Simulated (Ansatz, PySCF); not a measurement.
Molecule: CH₃F₂Si, charge 0, multiplicity 2. It need not be the lowest isomer of its formula. 
Coordinates optimised at B3LYP-D3(BJ)/def2-TZVP (Ansatz, a first-principles code):
SMILES: C[Si](F)F
```xyz
7

C     -1.5985    -0.4904    -0.2747
Si     0.2530    -0.2280    -0.2461
F      0.7741    -0.4486     1.2560
F      0.5537     1.3087    -0.5989
H     -1.8451    -1.5124     0.0135
H     -1.9976    -0.2961    -1.2703
H     -2.0587     0.2019     0.4359
```
Charge 0, spin multiplicity 2.

Wanted: atomisation energy (electronic, to ground-state atoms), in kcal/mol. Correlated levels leave the core frozen unless marked. UHF or UKS for open shells. No spin-orbit coupling. Non-relativistic. The coupled-cluster limit lacks core correlation, which all-electron functionals hold. Basis-set limits of correlation are two-point, X^-3; Hartree-Fock from the larger set. [CCSD(T)-MP2]/basis is that difference in the basis named.

| level | program | atomisation energy (kcal/mol) |
|---|---|---|
| r2SCAN/def2-TZVPD | Ansatz | 653.9 |
| B3LYP-D4/def2-TZVPD | Ansatz + dftd4 | 647.6 |
| BHLYP-D3(BJ)/def2-TZVPD | Ansatz + dftd3 | 629.0 |
| BHLYP/def2-TZVPD | Ansatz | 625.3 |
| TPSSh-D4/def2-TZVPD | PySCF + dftd4 | 650.8 |
| M06-2X/def2-TZVPD | PySCF | ___ |
| LC-wPBE-D4/def2-TZVPD | Ansatz + dftd4 | 653.6 |
| wB97M-V/def2-TZVPD | Ansatz | 649.1 |
| B2GP-PLYP/def2-TZVPD | Ansatz | ___ |
| B2PLYP-D3(BJ)/def2-TZVPD | Ansatz + dftd3 | 645.4 |
| RPA@PBE/cc-pV(Q+d)Z | Ansatz | ___ |
| SCS-MP2/6-31G* | Ansatz | 600.6 |
| SCS-MP2/cc-pV(T+d)Z | Ansatz | 642.0 |
| CCSD/STO-3G | Ansatz | 569.3 |
| RI-MP2/CBS(aug-cc-pV(T+d)Z,aug-cc-pV(Q+d)Z)+[CCSD(T)-MP2]/aug-cc-pV(T+d)Z | Ansatz | ___ |

Q: Some entries are withheld; supply them.

A: 
- M06-2X/def2-TZVPD, atomisation energy (kcal/mol): 653.2
- B2GP-PLYP/def2-TZVPD, atomisation energy (kcal/mol): 642.6
- RPA@PBE/cc-pV(Q+d)Z, atomisation energy (kcal/mol): 608.4
- RI-MP2/CBS(aug-cc-pV(T+d)Z,aug-cc-pV(Q+d)Z)+[CCSD(T)-MP2]/aug-cc-pV(T+d)Z, atomisation energy (kcal/mol): 653.1
